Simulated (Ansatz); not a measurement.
Cd₁₀Te₁₀H₂₈⁻. The state is a doublet with charge -1. Geometry PBE-D4/def2-SVP, loosely relaxed, that of the neutral singlet; atoms count from 1.

```xyz
48

Cd    2.6635   -3.3140    2.6461
Cd   -4.1369   -2.2295   -0.0121
Cd   -4.1929    1.2095   -0.5262
Cd    4.2016    1.5652    1.5247
Cd   -2.3886    5.2694    0.1721
Cd   -0.6905   -0.4236    1.2779
Cd    2.3233   -2.6854   -1.3421
Cd   -0.0217    0.4025   -4.4534
Cd    1.6208    1.5989   -2.0203
Cd   -1.6600    4.3508   -2.9312
Te   -2.2560   -2.5153    2.2832
Te    2.0499   -0.4509    2.3018
Te    0.9743   -4.3627    0.6435
Te   -1.7862    2.1924    1.0946
Te   -2.3280   -3.1926   -2.3283
Te   -2.4430    1.6025   -3.0612
Te    2.0774    3.6920    2.2477
Te    4.3298    1.1806   -1.3048
Te    0.7082    4.1085   -1.0311
Te    0.2285   -0.8333   -1.3905
H     3.7808   -3.8322    3.8151
H     0.7806   -3.3773    4.8513
H    -3.1655   -5.6881    0.5790
H    -5.5953   -3.1163    0.0062
H    -5.4938    2.3011   -0.5332
H    -3.5769   -0.4921   -0.4036
H     5.4401    1.6478    2.7038
H    -2.0631    6.0405    1.6284
H     3.8193   -3.0061   -2.0819
H     5.0729   -2.4239    0.3888
H    -0.4066   -0.8221   -5.5548
H     1.2040    1.6538   -3.8927
H    -2.9391    4.7694   -1.4066
H    -1.4498    5.5614   -4.1159
H    -3.1706   -1.4110    3.1696
H     0.1877   -3.2018    4.3881
H     2.0517   -0.1462    3.9610
H    -2.4179   -5.8543    0.6566
H     1.8871   -5.7714    0.4990
H    -2.5170    2.2879    2.6055
H    -3.2663   -4.6025   -2.4612
H    -1.2641   -4.0289   -1.3225
H    -3.5512    1.9037   -4.2913
H     2.8141    3.6703    3.7822
H     3.0300    5.0224    1.8519
H     4.7730    2.7902   -1.5251
H     5.0787   -1.9942    1.0290
H     1.6840    4.9550   -2.1173
```

In the def2 sets Cd, Te take a core potential; there is no spin–orbit coupling. Single mean-field runs in def2-TZVP are fitted with def2-universal-jkfit. The geometry of the charge -1 doublet is only loosely relaxed. In the doublet geometry the species has come apart into loosely held pieces.

Problem. Estimate the Mulliken populations of the heavy atoms from the PBE0/def2-TZVP orbitals of Ansatz.

Solution. 
| atom | charge (e) | spin (α − β) | d electrons |
| --- | --- | --- | --- |
| Cd1 | 0.38 | 0.05 | 9.98 |
| Cd2 | 0.32 | 0.00 | 9.97 |
| Cd3 | 0.38 | 0.01 | 9.97 |
| Cd4 | 0.37 | 0.05 | 9.98 |
| Cd5 | 0.31 | 0.14 | 9.95 |
| Cd6 | 0.46 | 0.39 | 10.00 |
| Cd7 | 0.38 | 0.04 | 9.97 |
| Cd8 | 0.40 | 0.02 | 9.97 |
| Cd9 | 0.52 | 0.01 | 10.01 |
| Cd10 | 0.37 | 0.01 | 9.98 |
| Te11 | -0.43 | 0.10 | – |
| Te12 | -0.46 | 0.03 | – |
| Te13 | -0.41 | 0.00 | – |
| Te14 | -0.52 | 0.04 | – |
| Te15 | -0.08 | 0.00 | – |
| Te16 | -0.44 | 0.00 | – |
| Te17 | -0.05 | 0.02 | – |
| Te18 | -0.34 | 0.00 | – |
| Te19 | -0.46 | 0.00 | – |
| Te20 | -0.83 | 0.02 | – |
Mulliken values depend strongly on the basis.

Problem. Where does the spin sit?

Solution. Summed by element: Cd 0.72, Te 0.21, H 0.07, of 1 unpaired in all. Largest on single atoms: Cd6 0.39, Cd5 0.14, Te11 0.10.

Problem. And the Mayer bond orders between heavy atoms (over 0.3)?

Solution. Cd1–Te12 0.47 (2.95 Å); Cd1–Te13 0.58 (2.82 Å); Cd2–Te11 0.49 (2.98 Å); Cd2–Te15 0.31 (3.09 Å); Cd3–Te14 0.36 (3.06 Å); Cd4–Te12 0.34 (3.05 Å); Cd4–Te17 0.34 (3.09 Å); Cd4–Te18 0.57 (2.86 Å); Cd6–Te11 0.48 (2.80 Å); Cd6–Te14 0.38 (2.84 Å); Cd6–Te20 0.40 (2.85 Å); Cd7–Te13 0.47 (2.93 Å); Cd7–Te20 0.66 (2.80 Å); Cd8–Te16 0.35 (3.04 Å); Cd9–Te18 0.57 (2.83 Å); Cd9–Te19 0.56 (2.85 Å); Cd9–Te20 0.53 (2.87 Å); Cd10–Te16 0.53 (2.86 Å); Cd10–Te19 0.35 (3.05 Å).
